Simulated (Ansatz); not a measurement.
```yaml
crystal:
  periodic: [false, false, false]
  atoms:
    - {symbol: C, position_ang: [-1.577941, 0.608563, 1.253556]}
    - {symbol: C, position_ang: [-0.569303, 1.233528, 0.640410]}
    - {symbol: Al, position_ang: [0.683876, 0.219093, -0.445052]}
    - {symbol: C, position_ang: [0.524440, -1.706039, -0.661581]}
    - {symbol: O, position_ang: [1.968439, 0.991524, -1.250884]}
    - {symbol: H, position_ang: [-1.724754, -0.466711, 1.166999]}
    - {symbol: H, position_ang: [-2.310182, 1.125666, 1.871507]}
    - {symbol: H, position_ang: [-0.507268, 2.312435, 0.788371]}
    - {symbol: H, position_ang: [0.513531, -2.222880, 0.302959]}
    - {symbol: H, position_ang: [1.354022, -2.107664, -1.247962]}
    - {symbol: H, position_ang: [-0.405310, -1.975233, -1.172897]}
    - {symbol: H, position_ang: [2.127453, 1.932619, -1.211429]}
basis:
  gaussian: {orbitals: pcseg-2}
magnetization: {spin_polarized: true, initial_magnetization: 1}
hamiltonian: {xc: {name: wB97X}}
accuracy: high
output: {forces: true}
```

```sh
$ ansatz run in.yaml --threads 4 --pin off --events-out ev --progress --plain --max-ram 10444MiB
```

It prints (some lines left out):

```
Error: a molecule whose nuclei and cores have a total charge of 46 cannot have a net charge of 0 together with 1 unpaired electrons
```

(1) Something in this input is off. What?

Results:

(1) The number of unpaired electrons doesn't fit the electron count. The program refused the input.
